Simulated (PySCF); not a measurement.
C3H5BN2, SMILES NB1C=CN=C1. Geometry optimised at PBE0-D3(BJ)/def2-SVP. The structure was generated by enumeration, and PubChem lists no compound with its InChIKey, so it may never have been made. One conformer was computed; it need not be the lowest.

Q: Give the equilibrium geometry at PBE0-D3(BJ)/def2-SVP (PySCF confirms it by a frequency run) as bond lengths and angles, and its point group. (An estimate is asked for; the answer gives what the named calculation found.)

A: Several could match; the one computed here: point group Cs.
Atoms: N1 B2 C3 C4 N5 C6 H7 H8 H9 H10 H11. Bonded distances (Å): N1–B2 1.385, N1–H7 1.012, N1–H8 1.012, B2–C3 1.567, B2–C6 1.609, C3–C4 1.346, C3–H9 1.091, C4–N5 1.445, C4–H10 1.095, N5–C6 1.283, C6–H11 1.100. Bond angles (°): B2–N1–H7 123.1, B2–N1–H8 123.2, H7–N1–H8 113.8, N1–B2–C3 130.9, N1–B2–C6 127.9, C3–B2–C6 101.2, B2–C3–C4 103.6, B2–C3–H9 133.0, C4–C3–H9 123.4, C3–C4–N5 116.8, C3–C4–H10 127.2, N5–C4–H10 116.0, C4–N5–C6 108.3, B2–C6–N5 110.1, B2–C6–H11 131.4, N5–C6–H11 118.6.
